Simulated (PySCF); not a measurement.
Species: C₂H₈O₂Si₃.
SMILES: `O[Si@@H](C#C[SiH3])O[SiH3]`

The calculation used PySCF 2.14.0, density-fitted response routines, TDDFT PBE0/def2-SVPD, vertical, gas phase, core orbitals frozen in the response. Isolated species at its GFN2-xTB geometry (one conformer only). Torsions of this conformer, `[OH:1][Si@@H:2]([C:3]#[C:4][SiH3:5])[O:6][SiH3:7]`: O1–Si2–O6–Si7 177°, H–O1–Si2–C3 -69°.

Each state is given a Gaussian of 0.25 eV full width at half maximum, with ε(max) = 2.175×10⁸ f / Δν̃ (Δν̃ the width in cm⁻¹). The width is an assumption, not a result. The curve ends short of the highest state used, and states not computed would add to its high-energy end.

E (eV), ε (L mol⁻¹ cm⁻¹) and a bar:
```
     5.27          0 
     5.30          0 
     5.34          0 
     5.37          0 
     5.41          0 
     5.45          0 
     5.48          0 
     5.52          1 
     5.55          2 
     5.59          5 #
     5.63         13 #
     5.66         25 ##
     5.70         52 #####
     5.74         98 ##########
     5.77        144 ##############
     5.81        214 #####################
     5.84        261 ##########################
     5.88        303 ##############################
     5.92        305 ##############################
     5.95        279 ###########################
     5.99        220 ######################
     6.03        150 ###############
     6.06        103 ##########
     6.10         55 #####
     6.13         31 ###
     6.17         13 #
     6.21          5 
     6.24          2 
     6.28          1 
     6.32          0 
     6.35          0 
     6.39          0 
     6.42          0 
     6.46          0 
     6.50          0 
     6.53          0 
     6.57          0 
     6.60          0 
     6.64          0 
     6.68          1 
     6.71          2 
     6.75          8 #
     6.79         24 ##
     6.82         52 #####
```

Question: Where are the band maxima, and which computed states make them?

Answer: 210 nm (5.90 eV), ε about 310, made up of S2 (55%) and S3 (45%) (ε in L mol⁻¹ cm⁻¹; maxima over ε = 5, shares over 10%). At its high-energy end, 6.82 eV, the curve is still rising (ε about 52, from S4 and S5). The states used: S1 5.64 eV (f 0.0000); S2 5.89 eV (f 0.0016); S3 5.91 eV (f 0.0013); S4 7.06 eV (f 0.0022); S5 7.10 eV (f 0.0091); S6 7.25 eV (f 0.120); S7 7.40 eV (f 0.154); S8 7.42 eV (f 0.010).

Question: Coming from long wavelengths, where does ε first pass 100 L mol⁻¹ cm⁻¹?

Answer: At about 216 nm (5.74 eV), 0.10 eV above S1.

Question: What would ε be at 5.90 eV, the highest of these maxima, with half the width (0.125 eV)?

Answer: About 610 L mol⁻¹ cm⁻¹ against 309, a factor of about 1.97; a lone state at its own centre would give exactly 2.

Question: On this curve, what absorbance would a 10⁻³ mol/L sample give at 222 nm over a 1 cm path?

Answer: 222 nm is 5.585 eV, where ε is about 4.7 L mol⁻¹ cm⁻¹, so A = ε c l ≈ 0.0047 (Beer–Lambert, with the gas-phase spectrum and the assumed width).

Time: 94 s wall (grids of density and orbitals included); peak memory 0.90 GiB. Hardware: an Arm Neoverse N1 with one thread, no GPU, shared host with 64 logical CPUs at a one-minute load of 57.
